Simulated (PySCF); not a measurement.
Gas-phase equilibrium of 1 mol GeCl₄, 0.27 mol H₂ at 2000 K and 1.01 bar, among 17 species (GeH₄, Ge₂H₆, GeH₃Cl, HCl, GeCl₃, H, H₂, Ge₃H₈, GeHCl₃, GeH₃, GeCl₄, Cl, Cl₂, GeCl₂, GeHCl, GeH₂, GeH₂Cl₂). Only gases are allowed; each row takes one source of thermochemistry for all species, and Cantera finds the minimum.

Energies from PySCF, thermal terms from the rigid-rotor harmonic-oscillator model, ideal gas at 1 bar. † marks an energy on the PBE0/def2-TZVP geometry and frequencies. MP2 freezes the core. Open shells (unrestricted) among the columns below: GeCl₃ (multiplicity 2), H (multiplicity 2), Cl (multiplicity 2, electronic degeneracy 6); the rest are closed-shell singlets. Spin-orbit splitting is ignored; it lowers the true energy and changes the entropy of Cl. Ge: all electrons, no relativistic terms. GeCl₃: computed as isolated molecules; such fragments, hydroxides, amides, oligomers or adducts are transient or little studied in the gas. MP2 isn't extrapolated to the basis-set limit. The harmonic model lacks anharmonicity and excited electronic states, which grow with temperature; levels with a mode under 35 cm⁻¹ are left out.

Molecules larger than those listed are left out, and so are free Ge atoms, whose spin-orbit terms are large.

Mole fractions:

```
thermochemistry     x Cl  x GeCl₂  x GeCl₄  x HCl   x Cl₂  x GeCl₃     x H
------------------  ----  -------  -------  -----  ------  -------  ------
BLYP/def2-TZVP†     0.32     0.37   0.0015   0.20    0.11   0.0012  3.2e-6
HF/def2-TZVP†       0.49     0.33   6.1e-5   0.17  1.3e-5  0.00058  0.0018
MP2/def2-TZVPP†     0.12     0.23     0.33   0.30   0.016   0.0059  8.5e-6
PBE0/def2-SVP†      0.30     0.29     0.13   0.23   0.031   0.0081  5.2e-6
ωB97M-V/def2-TZVP†  0.21     0.32     0.12   0.24   0.097   0.0049  2.8e-6
ωB97X-V/def2-TZVP†  0.21     0.29     0.19   0.26   0.056   0.0056  4.1e-6
```
The most sensitive of these is Cl₂: it spans a factor of 10^3.9 over these rows; at this temperature one factor of ten is RT ln 10 = 38 kJ/mol.
